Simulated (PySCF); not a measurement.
C₃H₈OSiTe.
Numbering: `[OH:1][Si@H:2]([TeH:3])[CH:4]1[CH2:5][CH2:6]1` (hydrogens: H7 on O1; H8 on Si2; H9 on Te3; H10 on C4; H11, H12 on C5; H13, H14 on C6)

Method: PBE0-D3(BJ)/def2-SVP geometry optimisation, gas phase, def2 core potentials past Kr (PySCF); density fitting, grid level 1; the optimiser is geomeTRIC in internal coordinates, started from a GFN2-xTB structure with every atom displaced at random (about 0.01 Å).

Step 15: E = -20445.1451 eV
```
atom  x, y, z in Å  |  force x, y, z in eV/Å
O1      0.8739    1.9158    1.4414    0.030   0.150   0.261
Si2     1.1884    0.4423    0.7424    0.031  -0.132  -0.205
Te3     2.2694    1.0431   -1.4409    0.005  -0.144  -0.096
C4     -0.4045   -0.4908    0.5455   -0.253   0.008   0.109
C5     -0.8853   -1.1807   -0.7001   -0.036  -0.028  -0.099
C6     -1.5334    0.0945   -0.2865    0.116  -0.015   0.047
H7     -0.0271    2.2320    1.3216    0.007  -0.025  -0.004
H8      2.1551   -0.3354    1.5650   -0.006   0.104   0.079
H9      2.6452   -0.5535   -1.7613   -0.023   0.078  -0.005
H10    -0.7397   -0.9666    1.4780    0.078   0.016  -0.005
H11    -1.4400   -2.1119   -0.5601   -0.007  -0.008  -0.045
H12    -0.2562   -1.1556   -1.5951    0.067  -0.007   0.019
H13    -2.5464    0.0743    0.1248    0.022  -0.023   0.015
H14    -1.3050    0.9833   -0.8829   -0.030   0.026  -0.071
```

Step 16: E = -20445.1594 eV
```
atom  x, y, z in Å  |  force x, y, z in eV/Å
O1      0.9130    1.8883    1.5909   -0.028  -0.047  -0.064
Si2     1.1746    0.4433    0.7983    0.068  -0.137   0.101
Te3     2.2746    1.0683   -1.3807   -0.050  -0.149  -0.099
C4     -0.4283   -0.4676    0.5739   -0.132   0.133  -0.040
C5     -0.8126   -1.2049   -0.6736   -0.281   0.108  -0.226
C6     -1.5171    0.0723   -0.3391    0.279  -0.204   0.056
H7      0.1135    2.3190    1.2685    0.004   0.120   0.082
H8      2.1017   -0.3621    1.6356    0.058   0.063   0.029
H9      2.3058   -0.5056   -1.9586   -0.021   0.165   0.107
H10    -0.7979   -0.9151    1.5056    0.064  -0.001   0.021
H11    -1.3689   -2.1382   -0.5564    0.038  -0.033  -0.015
H12    -0.1427   -1.1783   -1.5392    0.068  -0.064   0.075
H13    -2.5485    0.0249    0.0181   -0.008   0.032   0.002
H14    -1.2729    0.9464   -0.9516   -0.060   0.016  -0.030
```

Step 17: E = -20445.1732 eV
```
atom  x, y, z in Å  |  force x, y, z in eV/Å
O1      0.9287    1.8878    1.6070   -0.037  -0.093  -0.028
Si2     1.1752    0.4428    0.8060    0.010  -0.037   0.080
Te3     2.2378    1.0746   -1.3856   -0.015  -0.065  -0.087
C4     -0.4309   -0.4642    0.5719   -0.065   0.083  -0.024
C5     -0.8081   -1.2168   -0.6743   -0.145   0.081  -0.110
C6     -1.5002    0.0699   -0.3627    0.178  -0.127   0.013
H7      0.1215    2.3342    1.3280    0.037   0.055   0.038
H8      2.1177   -0.3574    1.6327    0.020   0.053   0.016
H9      2.2274   -0.4938   -1.9619    0.000   0.080   0.054
H10    -0.8103   -0.8985    1.5058    0.024  -0.001   0.017
H11    -1.3688   -2.1469   -0.5505    0.024  -0.012  -0.001
H12    -0.1146   -1.2151   -1.5214    0.021  -0.031   0.043
H13    -2.5366    0.0397   -0.0180   -0.014   0.012  -0.001
H14    -1.2443    0.9342   -0.9853   -0.037   0.003  -0.009
```

**Question.** Estimate the geometry and energy of step 18. (The exact step hangs on the optimiser's Hessian estimate; all steps are aligned on step 17, rigid shifts and turns removed.)

**Answer.** E = -20445.1649 eV, largest force 0.191 eV/Å
```
atom  x, y, z in Å  |  force x, y, z in eV/Å
O1      0.8826    1.8428    1.7153    0.083  -0.004  -0.172
Si2     1.1503    0.4267    0.8688   -0.110   0.093   0.069
Te3     2.1983    1.0987   -1.3238    0.062   0.089   0.005
C4     -0.4375   -0.4995    0.5680    0.030   0.017  -0.047
C5     -0.7916   -1.2529   -0.6916    0.047  -0.050   0.086
C6     -1.4743    0.0364   -0.3970    0.051   0.010  -0.041
H7      0.3961    2.5187    1.2306   -0.047  -0.033   0.073
H8      2.1083   -0.3204    1.7221   -0.025  -0.088  -0.006
H9      1.9355   -0.3894   -2.0143   -0.011  -0.038  -0.013
H10    -0.8375   -0.9308    1.4945   -0.032   0.006   0.005
H11    -1.3542   -2.1832   -0.5766    0.002   0.008   0.011
H12    -0.0594   -1.2736   -1.5042   -0.035   0.010  -0.023
H13    -2.5202    0.0205   -0.0797   -0.006  -0.012  -0.001
H14    -1.2020    0.8968   -1.0201   -0.007  -0.009   0.054
```

The energy changes by +0.0083 eV. The first-order estimate −F·Δx gives -0.0316 eV and the mean of the old and new forces, exact on a quadratic surface, +0.0081 eV. The step makes an angle of 81° with the force vector and moves no atom by more than 0.345 Å. The energy falls at the start of this step and ends higher, so the step passed the lowest point of its straight line.

What follows is the cost of the whole optimisation. The run took 4.1 min wall on one thread of an Arm Neoverse V1, shared host with 32 logical CPUs at a one-minute load of 31, and the process peaked at 0.63 GiB of memory.
